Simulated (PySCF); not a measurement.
Species: RbLi.
Cartesian coordinates in Å at the PBE0-D3(BJ)/def2-SVP level; atoms count from 1:
```
atom  x, y, z in Å
Li1    1.792   -0.042    0.005
Rb2   -1.781    0.012   -0.018
```

Method used: PySCF 2.14.0, PBE0-D3(BJ)/def2-SVP geometry optimisation, gas phase, def2 core potentials past Kr.

Masses are those of the commonest isotopes; rigid-rotor values at the optimised geometry. 

(1) What are the moment of inertia and the rotational constant?

(2) List the first levels of a rigid rotor in a Σ state.

(3) Where do the first rotational lines fall?

(4) Estimate the classical rotational partition function at 50 K, 200 K and 298.15 K.

Results:

(1) I = 82.779 u·Å², B = 505379 MHz·u·Å²/I = 6105 MHz (0.2036 cm⁻¹, or 0.293 K as hB/k). For two atoms I = μr² with μ = 6.4805 u and r = 3.5740 Å.

(2) E(J) = BJ(J+1): J = 1: 0.407, J = 2: 1.222, J = 3: 2.444, J = 4: 4.073, J = 5: 6.109, J = 6: 8.553 cm⁻¹.

(3) The dipole is 3.61 D; J+1 ← J lies at 2B(J+1): 1 ← 0 at 12.21 GHz, 2 ← 1 at 24.42 GHz, 3 ← 2 at 36.63 GHz, 4 ← 3 at 48.84 GHz, 5 ← 4 at 61.05 GHz, 6 ← 5 at 73.26 GHz.

(4) Point group C∞v, symmetry number σ = 1; q = kT/(σhB), k/h = 20836.6 MHz/K: 171 at 50 K, 683 at 200 K, 1020 at 298.15 K.

No PBE0-D3(BJ)/def2-SVP frequencies stand behind this structure, so it isn't proved a minimum. No vibrational averaging or centrifugal distortion is included, and the geometry carries the error of its method.
